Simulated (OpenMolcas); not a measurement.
Nb4+ with 4 ligands (fluoride) in tetrahedral coordination (Td) at 1.86 Å. Ligand basis ANO-RCC-VDZP.
```
Nb    0.0000    0.0000    0.0000
F     1.0739    1.0739    1.0739
F     1.0739   -1.0739   -1.0739
F    -1.0739    1.0739   -1.0739
F    -1.0739   -1.0739    1.0739
```

* Program: OpenMolcas
* Method: CASSCF
* Basis: ANO-RCC-VTZP [7s6p4d2f1g]
* Scalar Hamiltonian: DKH2, point nucleus
* Active space: 1 electron in 5 orbitals (4d)
* State averaging: 2S+1 = 2 even, 5 roots
* Spin-orbit coupling: RASSI with atomic mean-field integrals over the reference wave functions

Q: What is the spin-free ground state (labels of Td)?

A: 2E, 2-fold in its orbital part; it has the highest spin that d1 allows.

Q: Where is the first state of the same spin?

A: 2T2 at 14100 cm-1 above the ground state.

Q: What are the lowest two levels with spin-orbit coupling?

A: A 4-fold level Γ8, then a 4-fold level Γ8 14085 cm-1 above it. Their leading multiplicities are 2 (100 %) and 2 (100 %).

Q: What is χT at 300 K, and how does it compare with the textbook value?

A: The lowest level has 2S+1 = 2, for which the spin-only value is χT = S(S+1) / 2 = 0.375 cm3 K/mol (g = 2). The computed 0.343 at 300 K differs by -0.032, through orbital momentum, spin-orbit coupling and any other state in reach.

Q: Which ligand-field parameters describe the states?

A: The gap between the two states is 10Dq = -14125 cm-1 (negative for this site). 

An orbital doublet at a regular site is open to a Jahn-Teller distortion, which this geometry leaves out. The least metal-like active orbital is 73 % on the metal (Löwdin) and no ligand orbital is active, so the numbers are rough. With metal d orbitals alone the field can be off either way by tens of per cent. Ligand-to-metal charge-transfer states are missing. No measured value stands beside these numbers; the geometry is a model, was not optimised and need not be the one that this ion takes.
